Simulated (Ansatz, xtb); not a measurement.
System: sum formula AlOF$_{2}$H, charge 0, multiplicity 1. SMILES: [OH][Al]([F])[F]
Geometry from a B3LYP-D3(BJ)/def2-TZVP (Ansatz, a quantum-chemistry and plane-wave program) optimisation:
```xyz
5

Al    -0.0065     0.0132    -0.0079
F     -1.3902    -0.8427    -0.2376
F      0.0720     1.5441    -0.5861
O      1.3237    -0.6222     0.7943
H      1.3595    -1.5063     1.1617
```
Charge 0, spin multiplicity 1.

Harmonic wavenumbers from GFN2-xTB (xtb, at its own minimum), cm⁻¹: 190, 200, 297, 322, 335, 648, 864, 951, 3757.

Task: Give the harmonic wavenumbers at B3LYP-D3(BJ)/def2-TZVP (Ansatz, finite differences of forces, unscaled).

Result: 232, 248, 293, 355, 624, 697, 931, 964, 3909 cm⁻¹. Zero-point energy 11.8 kcal/mol.

Task: From these and the geometry, give the ideal-gas thermochemistry at 298.15 K and 1 atm (rigid rotor, harmonic oscillator).

Result: Point group Cs, rotational symmetry number 1. Rotational constants 6.638, 6.587, 3.306 GHz. S(trans) 39.13, S(rot) 25.21, S(vib) 7.16, S(elec, spin only) 0.00, S 71.5 cal/(mol K). H(298) - H(0) 3.71 kcal/mol; G - E(el) -5.8 kcal/mol.
